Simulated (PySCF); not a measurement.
# BPb⁻: one state, many levels of theory

State: ³Π (triplet), unpaired electrons σ ↑, π ↑. Set-up: B aug-cc-pVDZ, Pb aug-cc-pVDZ-PP with ECP60; scalar-relativistic core potentials (PySCF 2.14). De refers to B + Pb⁻ in their high-spin ground configurations, without counterpoise correction. The functionals are run spin-unrestricted. A positive dipole points towards Pb; it is taken about the centre of mass and depends on that origin. Levels whose curve was spin-contaminated or gave no clean fit are not listed.

```json
{"Level": "UHF-CCSD", "Re (Å)": "2.230", "ωe (cm⁻¹)": "519", "De (eV)": "1.84", "μ (D)": "n/a", "CPU s a point (SCF and correlation, without the integrals)": "n/a"}
{"Level": "UHF-CCSD(T)", "Re (Å)": "2.242", "ωe (cm⁻¹)": "506", "De (eV)": "2.13", "μ (D)": "n/a", "CPU s a point (SCF and correlation, without the integrals)": "9.9"}
{"Level": "PBE", "Re (Å)": "2.224", "ωe (cm⁻¹)": "515", "De (eV)": "2.79", "μ (D)": "4.74", "CPU s a point (SCF and correlation, without the integrals)": "0.75"}
{"Level": "revPBE", "Re (Å)": "2.238", "ωe (cm⁻¹)": "504", "De (eV)": "2.56", "μ (D)": "4.79", "CPU s a point (SCF and correlation, without the integrals)": "0.5"}
{"Level": "r²SCAN", "Re (Å)": "2.208", "ωe (cm⁻¹)": "535", "De (eV)": "2.51", "μ (D)": "4.52", "CPU s a point (SCF and correlation, without the integrals)": "1"}
{"Level": "M06-L", "Re (Å)": "2.223", "ωe (cm⁻¹)": "524", "De (eV)": "2.98", "μ (D)": "4.59", "CPU s a point (SCF and correlation, without the integrals)": "0.89"}
{"Level": "B3LYP", "Re (Å)": "2.224", "ωe (cm⁻¹)": "516", "De (eV)": "2.41", "μ (D)": "4.69", "CPU s a point (SCF and correlation, without the integrals)": "0.95"}
{"Level": "PBE0", "Re (Å)": "2.199", "ωe (cm⁻¹)": "544", "De (eV)": "2.46", "μ (D)": "4.72", "CPU s a point (SCF and correlation, without the integrals)": "1.7"}
```

Question: Which functional lies closest to UHF-CCSD(T) in De, which farthest, and by how much do they differ from it?

Answer: Closest is B3LYP (-1.8 pm in Re, +2.0 % in ωe, +0.28 eV in De against UHF-CCSD(T) in the same basis), farthest M06-L (-1.9 pm in Re, +3.6 % in ωe, +0.85 eV in De). CCSD(T) converges more slowly with the basis than the functionals do and binds too weakly in this one, so the order can change at the basis-set limit.

Question: What does a quarter of exact exchange do here, going from PBE to PBE0?

Answer: PBE0 less PBE: -2.5 pm in Re, +5.6 % in ωe, -0.33 eV in De. Exact exchange removes part of the self-interaction that spreads semilocal densities, and in most molecules shortens and stiffens the bond and lowers De; so it does here.

Question: What does the step from GGA to meta-GGA do here, going from PBE to r²SCAN?

Answer: r²SCAN less PBE: -1.6 pm in Re, +3.9 % in ωe, -0.28 eV in De. 

Correlated steps freeze 5 core orbitals. Correlated levels converge slowly with the basis: in double zeta they bind strong bonds too weakly, by up to about 1 eV, and carry superposition errors of some tenths. These are scalar-relativistic numbers at best; spin–orbit coupling would shift them, the dissociation energy most. For an ion De counts to the pair picked by the measured ionisation energies or electron affinities, which need not be the lowest pair at this level. The highest Kohn–Sham level is positive in this anion. Much of that is self-interaction error, but it also means that the finite basis helps to hold the extra electron. The state was picked by a PBE0 search and need not be the measured ground state.

The whole job (state search and all levels along the bond) took about 3 min on 1 thread of Intel Xeon Platinum 8488C (shared host), peak memory 0.74 GiB.
